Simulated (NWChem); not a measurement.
Molecule: CHClF₂; SMILES C(Cl)(F)F

All runs: NWChem. Medium grid unless said otherwise, to which SCAN and Minnesota functionals are sensitive. All runs use the structure optimised with PBE0/def2-SVP. B3LYP is NWChem's, with the RPA form of VWN correlation. Total energies of different functionals are on different scales.

| level | energy (Ha) | highest occupied level (eV) | orbital gap (eV) | dipole (D) |
|---|---|---|---|---|
| LDA (Slater exchange, VWN5)/def2-TZVPD | -695.6257 | -8.28 | 7.06 | 1.35 |
| PBE/def2-TZVPD | -698.2905 | [?] | [?] | 1.31 |
| BLYP/def2-TZVPD | -698.6798 | -8.01 | 7.01 | 1.33 |
| TPSS/def2-TZVPD | -698.7503 | -8.25 | 7.42 | 1.35 |
| r2SCAN/def2-TZVPD | -698.5769 | -8.48 | 7.81 | 1.36 |
| B3LYP/def2-TZVPD | -698.7245 | -9.36 | 9.00 | 1.40 |
| PBE0/def2-TZVPD | -698.3256 | -9.62 | 9.60 | 1.40 |
| M06-2X/def2-TZVPD | -698.6097 | -11.03 | 11.36 | 1.45 |
| CAM-B3LYP/def2-TZVPD | -698.6614 | -11.08 | 11.84 | 1.44 |
| Hartree-Fock/def2-TZVPD | -696.9386 | -13.13 | 14.78 | 1.59 |

Fill in the missing entries.


- PBE/def2-TZVPD, highest occupied level (eV): -8.14
- PBE/def2-TZVPD, orbital gap (eV): 7.12
